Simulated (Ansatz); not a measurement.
```xyz
11

F    -0.496    0.604   -2.163
Si   -0.663   -0.772   -1.355
C     0.514   -0.670    0.103
F     0.246   -1.751    0.958
Sn    0.340    1.186    1.239
H    -0.348   -1.885   -2.283
H    -2.058   -0.873   -0.866
H     1.558   -0.752   -0.218
H    -1.308    1.598    1.387
H     1.022    0.896    2.773
H     1.190    2.419    0.424
```

Charge 0, multiplicity 1. Sn takes the def2 core potential.

Q: List the r2SCAN/def2-TZVPP orbital energies in eV (Ansatz). (Estimate.)

A: Computed: Occupied: -1792.08, -666.35, -666.30, -275.16, -142.43, -137.19, -97.36, -97.26, -97.26, -92.00, -91.98, -91.98, -31.65, -31.40, -26.43, -26.42, -26.42, -26.30, -26.29, -17.96, -14.24, -13.53, -12.78, -12.04, -11.47, -11.25, -10.97, -10.35, -8.85, -8.50, -8.42, -7.96, -6.95. Lowest empty: -1.12, -0.43, -0.06, 0.48, 0.91, 1.03, 1.49, 1.95.
